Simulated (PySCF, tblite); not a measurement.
C4H4ClF3O.
Bonds: C1–C2 (double), C2–C3, C3–Cl4, C2–O5, O5–C6, C6–F7, C6–F8, C6–F9. Hydrogens: H10, H11 on C1; H12, H13 on C3.

Structure optimised with GFN2-xTB, isolated species.

(1) List the bond lengths, angles and torsions at this level.

## Answers

(1) 
```
          bond  length (pm)
         C1=C2        131.8
         C2–C3        150.0
        C3–Cl4        177.3
         C2–O5        141.8
         O5–C6        131.8
         C6–F7        132.5
  C6–F8, C6–F9        134.7
        C1–H10        107.3
        C1–H11        107.4
C3–H12, C3–H13        109.3
```

Bonds in one row agree within 1 pm and their mean is given. A selection of angles:
```
     angle  degrees
 C2–C1–H10    120.9
 C2–C1–H11    120.8
H10–C1–H11    118.3
  C1–C2–C3    127.7
  C1–C2–O5    117.8
  C3–C2–O5    114.4
 C2–C3–Cl4    111.6
 C2–C3–H12    111.2
 C2–C3–H13    110.3
Cl4–C3–H12    107.0
H12–C3–H13    109.2
  C2–O5–C6    118.7
  O5–C6–F7    109.5
  O5–C6–F8    113.8
  F7–C6–F8    107.4
  F7–C6–F9    106.4
```

Dihedral angles: C1–C2–C3–Cl4 15° (synperiplanar); C1–C2–O5–C6 130° (anticlinal); C2–O5–C6–F7 -165° (antiperiplanar). The mirror-image conformer, all signs reversed, is as good.

The 3 C–F bonds span 1.325 Å (C6–F7, drawn single) to 1.350 Å (C6–F9, drawn single), a spread of 0.025 Å. Of the pairs four or more bonds apart, C3···F9 is among the closest relative to their van der Waals radii: 2.83 Å, 89 % of the sum of Bondi's values. The C–O distances run from 1.318 Å (O5–C6, drawn single) to 1.418 Å (C2–O5, drawn single), a spread of 0.100 Å. The 2 C–C bonds span 1.318 Å (C1=C2, drawn double) to 1.500 Å (C2–C3, drawn single), a spread of 0.182 Å.

Point group: C1 (no symmetry element, even within 0.4 Å). Its GFN2-xTB frequencies are all real (lowest 21 cm⁻¹). The numbers are those of one conformer. 3 starts were optimised and ended at 0.00, 0.51 and 0.67 kcal/mol (GFN2-xTB); the lowest of these is shown.

All values are computed, not measured.
